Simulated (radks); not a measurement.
Charge is removed step by step from the 2s down level of the phosphorus ion P8+, starting from [He] 2s(up 1, down 1) 2p3. All-electron calculation, non-relativistic Kohn-Sham, BLYP, spin-polarised, spherical densities, point nucleus; open shells are filled with parallel spins first. Program: a radial shooting solver on a logarithmic mesh with Libxc functionals.

removed (e)  E - E(0) (eV)  eigenvalue (eV)
0                    0.000          -373.89
0.1                 37.591          -377.93
0.2                 75.586          -381.95
0.3                 113.98          -385.95
0.4                 152.77          -389.91
0.5                 191.96          -393.83
0.6                 231.54          -397.67
0.7                 271.49          -401.41
0.8                 311.81          -404.96
0.9                 352.47          -408.08

The mean slope of the eigenvalue, de/dn, is 38.0 eV per electron.
